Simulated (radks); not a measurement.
Spherical quantum dot in the effective-mass picture: electrons in a hard-walled sphere of radius 6.59, with a point charge +1 (a donor) at the centre, all in effective atomic units (hartree* = m*/eps^2 hartree, bohr* = eps/m* bohr), one dielectric constant everywhere. Method: non-relativistic Kohn-Sham, PBE, spin-polarised, spherical densities; computed with a radial shooting solver with Libxc functionals. Levels are named by radial order and angular momentum (1s, 1p, 1d, 2s, ...), and open shells are averaged over m.

N = 12, configuration 1s2 1p6 1d(up 3, down 0) 2s(up 1, down 0). This is the lowest configuration that the search found. Occupied levels:

level,occupation,eigenvalue (hartree*),<r> (bohr*)
1s up,1,2.1156,3.826
1s down,1,2.1573,4.198
1p up,3,2.1962,4.576
1p down,3,2.2267,4.543
2s up,1,2.2935,2.352
1d up,3,2.3020,4.737

Energy (hartree*): total 12.6289, kinetic 3.9976, external -3.5526, Hartree 14.922, exchange-correlation -2.7383.

Electron density:

r (bohr*),n(r) (e/bohr*^3)
0.344,0.1695
0.837,0.06291
1.33,0.02497
1.82,0.01188
2.31,0.008375
2.81,0.008835
3.30,0.01139
3.79,0.01478
4.29,0.01743
4.78,0.01735
5.27,0.01329
5.76,0.006441
6.25,0.001118
